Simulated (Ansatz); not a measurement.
## Dissociation curves of GeH3 (SMILES [GeH3])

GeH3: 4 atoms, total charge 0, spin state doublet. SMILES: `[GeH3]`. The shape is that of a PBE0-D4/def2-TZVP optimisation.

```tsv
atom	x (Å)	y (Å)	z (Å)
Ge	0.2146	-0.1259	-0.2494
H	1.0550	0.1096	1.0183
H	-0.8828	-1.1759	-0.0001
H	-0.3868	1.1922	-0.7688
```

The Ge1–H4 distance is scanned; the parts on either side stay rigid. Basis STO-3G, 9 core orbitals frozen in the correlated methods; program Ansatz 0.2.0. FCI is exact within this basis and core. Energies in eV from each method's value at 1.539 Å; open shells run as named. The shape above is that at 1.539 Å.

```csv
distance (Å),UB3LYP,U-r2SCAN0,U-wB97X,UBCCD(T),FCI
1.539,0.00,0.00,0.00,0.00,0.00
1.924,1.43,1.51,1.52,1.25,1.25
2.309,3.18,3.40,3.48,2.84,2.83
3.078,4.73,4.79,4.91,4.32,4.31
3.848,4.89,4.96,4.93,4.36,4.36
```

Departure from the FCI curve at its largest: UB3LYP +0.53 eV at 3.85 Å; U-r2SCAN0 +0.60 eV at 3.85 Å; U-wB97X +0.65 eV at 2.31 Å; UBCCD(T) +0.01 eV at 2.31 Å. For the functionals part of the departure is owed to the small basis.
